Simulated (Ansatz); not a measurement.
`[F][Sn-]1[O]C=CC=[O+]1` and `CN/C=C/C=O` differ in one atom or group.

Ansatz, PBE0-D4/def2-TZVP geometries, multiplicity 1. Each molecule was computed in one conformer, which needn't be the lowest.

Elements past krypton have def2 core potentials.

```
                               property  `[F][Sn-]1[O]C=CC=[O+]1`
  HOMO–LUMO gap (B3LYP/def2-TZVPP) / eV                      5.00
    HOMO energy (B3LYP/def2-TZVPP) / eV                     -7.30
HOMO–LUMO gap (ωB97M-V/def2-TZVPP) / eV                      9.63
     LUMO energy (PBE0/def2-TZVPP) / eV                     -2.10
  HOMO energy (ωB97M-V/def2-TZVPP) / eV                     -9.61
    HOMO–LUMO gap (PBE/def2-TZVPP) / eV                      3.42
```

**Question.** What does the change do to each property? (An estimate is asked.)

**Answer.** Computed: 
```csv
property,`CN/C=C/C=O`,shift
HOMO–LUMO gap (B3LYP/def2-TZVPP) / eV,5.31,0.31
HOMO energy (B3LYP/def2-TZVPP) / eV,-6.21,1.09
HOMO–LUMO gap (ωB97M-V/def2-TZVPP) / eV,9.86,0.23
LUMO energy (PBE0/def2-TZVPP) / eV,-0.67,1.43
HOMO energy (ωB97M-V/def2-TZVPP) / eV,-8.45,1.16
HOMO–LUMO gap (PBE/def2-TZVPP) / eV,3.40,-0.02
```

With PBE0 the HOMO rises by 1.11 eV and the LUMO rises by 1.43 eV, so the gap widens by about 0.32 eV. PBE moves the HOMO by 1.41 eV and ωB97M-V by 1.16 eV. The zero-point energy changes by 127.2 kJ/mol with +9 modes.

B3LYP here is the variant with VWN-RPA as its local correlation; programs differ in this.

Positive LUMOs are unbound, so they and the gaps depend on the basis.
